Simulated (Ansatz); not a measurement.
Consider the cleavage of the Si–B bond: `CB[SiH3]` + `O[SiH2]S` → `O[SiH2]S[SiH3]` + `BC`.

Program: Ansatz. Geometries: PBE0-D4/def2-TZVP. ΔE: electronic, gas phase. CCSD(T)/CBS is the MP2 limit (def2-TZVPP, def2-QZVPP) plus CCSD(T) − MP2 in def2-TZVPP, frozen cores. This one scheme is used for every species. Functionals use def2-TZVPP. B3LYP here is the variant with VWN-RPA as its local correlation; programs differ in this. One conformer a species, not always the lowest.

```
        level  ΔE (kJ/mol)
      ωB97M-V        -81.0
       B2PLYP        -77.8
        B3LYP        -71.2
HF/def2-TZVPP        -83.1
```

(1) What does CCSD(T)/CBS give? (An estimate is asked.)

Largest T1 diagnostic among the species: 0.012.

Answers

(1) Ansatz gave: -79.9 kJ/mol. The listed levels differ from it by -1.1, 2.1, 8.7, -3.2 kJ/mol.

The D4 term adds −6.2 kJ/mol with B3LYP and −3.3 kJ/mol with PBE0; it sums over pairs of atoms, weighted by their polarisabilities, and B3LYP, whose exchange is more repulsive, gets the larger term. From PBE to PBE0 (25 % exact exchange), in def2-TZVPP and without D4, ΔE moves by −5.7 kJ/mol.
